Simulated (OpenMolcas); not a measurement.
Co2+ with 4 ligands (chloride) in tetrahedral coordination (Td) at 2.34 Å. A charge of +0.5 e stands 2.6 Å behind each ligand. Ligand basis ANO-RCC-VDZP.
```
Co    0.0000    0.0000    0.0000
Cl    1.3510    1.3510    1.3510
Cl    1.3510   -1.3510   -1.3510
Cl   -1.3510    1.3510   -1.3510
Cl   -1.3510   -1.3510    1.3510
```

```yaml
Program: OpenMolcas 26.06
Method: CASSCF
Basis: ANO-RCC-VTZP [6s5p3d2f1g]
Scalar_Hamiltonian: DKH2, point nucleus
Active_space: 7 electrons in 5 orbitals (3d)
State_averaging: 2S+1 = 4 even, 10 roots; 2S+1 = 2 even, 40 roots
Spin-orbit_coupling: RASSI with atomic mean-field integrals over the reference wave functions
```

Problem. What is the spin-free ground state (labels of Td)?

Solution. 4A2, 1-fold in its orbital part, 100 % from free-ion F terms; it has the highest spin that d7 allows.

Problem. Where is the first state of the same spin?

Solution. 4T2 at 2090 cm-1 above the ground state.

Problem. What are the lowest two levels with spin-orbit coupling?

Solution. A 4-fold level Γ8, then a 4-fold level Γ8 1910 cm-1 above it. Their leading multiplicities are 4 (100 %) and 4 (100 %).

Problem. What is χT at 300 K, and how does it compare with the textbook value?

Solution. The lowest level has 2S+1 = 4, for which the spin-only value is χT = S(S+1) / 2 = 1.875 cm3 K/mol (g = 2). The computed 3.249 at 300 K differs by +1.374, through orbital momentum, spin-orbit coupling and any other state in reach.

Problem. Which ligand-field parameters describe the states?

Solution. A least-squares ligand-field fit to the states below 45000 cm-1, each weighted by its degeneracy and with a free common offset, gives 10Dq = -2133 cm-1 (negative for this site), B = 1171 cm-1 and C = 4388 cm-1 (C/B = 3.75), with an rms deviation of 90 cm-1. The same method and metal basis give the free ion B = 1229 cm-1 (fit to its terms below 60000 cm-1, rms deviation 20 cm-1), so the nephelauxetic ratio is β = 1171 / 1229 = 0.95; it hangs on how both fits weigh the states, and computed free-ion B values tend to be too large, so β mixes covalency with correlation.

Without dynamic correlation the repulsion within the d shell is too large (B by tens of per cent), so at a given field states of lower spin stand too high. Ligand-to-metal charge-transfer states are missing. With no ligand orbital active B as a rule stays too high, so bands that hang on it stand too high and its fall with covalency is understated. With metal d orbitals alone and no dynamic correlation the field as a rule comes out too small, by tens of per cent, by up to half for chloride and softer ligands, and the orbital part of g and χT, which goes as 1/10Dq, too large. No measured value stands beside these numbers; the geometry is a model, was not optimised and need not be the one that this ion takes.
